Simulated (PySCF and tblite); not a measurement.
Values are calculated unless marked as measured or tabulated.
Rotation: stationary points, barriers and rates

System: CH4BF3N2S, numbered as in [NH2:1][B:2]([NH2:3])[S:4][C:5]([F:6])([F:7])[F:8].

Motion: rotation about the B2–S4 bond (torsion N1–B2–S4–C5 from 0° to 180°, rising). The path came from a restrained scan, a climbing-image band and a saddle search at GFN2-xTB; energies are PBE0/pcSseg-1 + D3(BJ)//GFN2-xTB, thermal terms GFN2-xTB. Rates follow Eyring's equation with the number of equivalent paths and no tunnelling. (PySCF 2.14 with density fitting, tblite 0.8.)

| point | symmetry | E(GFN2) kcal/mol | E(DFT) kcal/mol | ZPE change kcal/mol | lowest mode cm⁻¹ | dipole D |
| --- | --- | --- | --- | --- | --- | --- |
| start | Cs | 0.0 | 0.0 | 0.00 | 15 | 3.78 |
| saddle | Cs | 1.1 | 2.0 | -0.06 | 36i | 3.91 |
| end | Cs | 0.0 | 0.0 | 0.00 | 13 | 3.78 |

| Quantity | Value |
| --- | --- |
| Electronic barrier | 2.0 kcal/mol |
| Barrier with zero-point energy | 2.0 kcal/mol |
| ΔH‡ (298 K) | 1.4 kcal/mol |
| ΔS‡ (298 K, symmetry apart) | -4.4 cal/(mol K) |
| Paths | 2 equivalent paths |
| End point | the same structure with atoms interchanged, or its mirror image |
| Mean lifetime of the start against this motion at 298 K | 8.1 ps |
| Cost | 76 s on 1 thread of Arm Neoverse N1 (shared host) (rough), peak memory 0.76 GiB, launched as `OMP_NUM_THREADS=1 python ens_run.py task.json out` |

| T/K | ΔG‡ kcal/mol | k s⁻¹ |
| --- | --- | --- |
| 150 | 2.2 | 3.4×10⁹ |
| 200 | 2.4 | 2.1×10¹⁰ |
| 250 | 2.6 | 6.1×10¹⁰ |
| 298 | 2.7 | 1.2×10¹¹ |
| 350 | 2.9 | 2.1×10¹¹ |
| 400 | 3.2 | 3.2×10¹¹ |
| 500 | 3.6 | 5.5×10¹¹ |

ΔG and ΔG‡ leave out symmetry numbers and mirror images; rates count paths: 2 out.
